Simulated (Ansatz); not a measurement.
Born–Oppenheimer molecular dynamics of CH9ClSi3 (14 atoms, charge 0, multiplicity 1). It starts from a relaxed structure.

All numbers below come from Ansatz 0.2.0, RKS PBE-D4/STO-3G.

- ensemble: NVT, Nosé–Hoover chain
- time step: 0.5 fs
- steps asked: 211
- set temperature: 400 K
- thermostat: time constant 50 fs, chain length 5
- seed: 981654

First frame:

```xyz
14
Properties=species:S:1:pos:R:3
Si -2.173 0.527 0.296
Si -0.177 1.200 -0.520
C 0.965 -0.294 -0.800
Si 1.438 -1.289 0.745
Cl 2.550 0.304 -1.618
H -2.045 0.035 1.659
H -3.120 1.632 0.302
H -2.733 -0.543 -0.515
H -0.343 1.889 -1.792
H 0.488 2.106 0.406
H 0.518 -0.973 -1.556
H 0.213 -1.816 1.330
H 2.092 -0.417 1.706
H 2.316 -2.391 0.385
```

**Question.** How far do the bonds stretch over the last three quarters of this one trajectory? (Pairs bonded in most of those frames.)

**Answer.** 
```csv
bond,mean (Å),spread (Å),shortest,longest
Si1–Si2,2.261,0.024,2.24,2.31
Si1–H6,1.464,0.037,1.40,1.53
Si1–H7,1.466,0.077,1.36,1.58
Si1–H8,1.457,0.025,1.42,1.49
Si2–C3,1.895,0.037,1.85,1.97
Si2–H9,1.458,0.017,1.43,1.49
Si2–H10,1.460,0.023,1.42,1.50
C3–Si4,1.905,0.042,1.82,1.98
C3–Cl5,1.881,0.027,1.85,1.93
C3–H11,1.111,0.005,1.10,1.12
Si4–H12,1.458,0.018,1.43,1.49
Si4–H13,1.457,0.019,1.42,1.49
Si4–H14,1.457,0.050,1.39,1.53
```

Mean temperature of the second half: 286 K. The conserved energy stayed within 0.37 meV per atom of its start (net change 0.34 meV per atom), so the integration is sound. The mean temperature of the second half is 29 % below the set value. A run of 0.11 ps of so small a system gives no equilibrium averages. Limits of this set-up: minimal basis.

Run time: 10 min on 1 thread of Arm Neoverse V2, on a shared host, peak memory 0.1 GiB.
